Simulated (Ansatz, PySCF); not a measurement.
Ways to break one bond of OB(O)Cl [chloroboronic acid]:

A. OB(O)Cl [chloroboronic acid] → O[B]Cl + [OH] (HO)
B. OB(O)Cl [chloroboronic acid] → [O]B(O)Cl + H atom
C. OB(O)Cl → O[B]O + Cl atom

Quantity: bond dissociation energy (enthalpy at 298 K, with B3LYP-D3(BJ) rigid-rotor harmonic-oscillator terms), kcal/mol. Structures are relaxed separately at B3LYP-D3(BJ)/def2-TZVP in Ansatz (a program for electronic structure), one conformer each, not searched for the lowest. Frequencies are from Ansatz or PySCF. Valence correlation only, unless marked. UHF or UKS for open shells. No spin-orbit coupling. No relativistic terms. CBS(X,Y): correlation extrapolated as X^-3; Hartree-Fock from the larger set. [CCSD(T)-MP2]/basis is that difference in the basis named.

Task: Rank them by bond dissociation energy at RI-MP2/CBS(cc-pV(T+d)Z,cc-pV(Q+d)Z)+[CCSD(T)-MP2]/cc-pV(T+d)Z (Ansatz), lowest first.

Result: B (115.0 kcal/mol), C (124.1 kcal/mol), A (145.2 kcal/mol)
